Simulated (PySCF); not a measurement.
C2H9FSi2, SMILES [SiH3][C@@H](C)[SiH2]F.

The structure is a stationary point at PBE0-D3(BJ)/def2-SVP. The structure was generated by enumeration; whether it is a known compound was not checked. Other conformers were not sampled.

Level of theory: PBE/def2-TZVP (PySCF).

Computed frontier levels, gap, dipole moment and polarisability:
```
Item                                                                                                           Result
---------------------------------------------------------------------------------------------  ----------------------
highest occupied level                                                                                       -7.21 eV
lowest empty level                                                                                           -0.95 eV
orbital gap                                                                                                   6.26 eV
dipole moment                                                                                                  1.19 D
quadrupole, principal values (traceless, Buckingham form, about the centre of nuclear charge)   -6.83, 3.06, 3.77 D·Å
mean static polarisability                                                                      78.6 bohr³ (11.65 Å³)
polarisability, principal values                                                               69.2, 80.5, 86.1 bohr³
```
